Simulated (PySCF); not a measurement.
# Dipole polarisabilities along the noble gases

Calculated with PySCF 2.14 for the ground configurations, without spin-orbit coupling: coupled response for Hartree-Fock and DFT, finite fields for MP2 and CCSD(T), with Ne 1s2; Ar [Ne]; Kr [Ar] 3d10 frozen. Mean α in bohr³, C₆ of like pairs in atomic units.

```
                               species  α UHF  α PBE  α PBE0  α MP2  α CCSD(T)  α recommended (Schwerdtfeger and Nagle)  C₆ UHF  C₆ PBE  C₆ PBE0
Ne [Ne] (dyall-av2z, non-relativistic)  1.806  2.123   2.011  1.961      1.953                                    2.661   3.998   4.706    4.471
Ar [Ar] (dyall-av2z, non-relativistic)  9.358  10.02   9.766  9.506      9.574                           11.083 ± 0.007   54.44   58.88    57.16
Kr [Kr] (dyall-av2z, non-relativistic)  15.04  16.15   15.73  15.19      15.32                             16.78 ± 0.02   116.0   126.3    122.4
Xe [Xe] (dyall-av2z, non-relativistic)  25.13  26.61   26.00    n/a        n/a                              27.32 ± 0.2   263.0   281.2    273.5
```

Hartree-Fock lacks correlation. MP2 and CCSD(T) carry the error of the frozen core. All values carry a basis error.
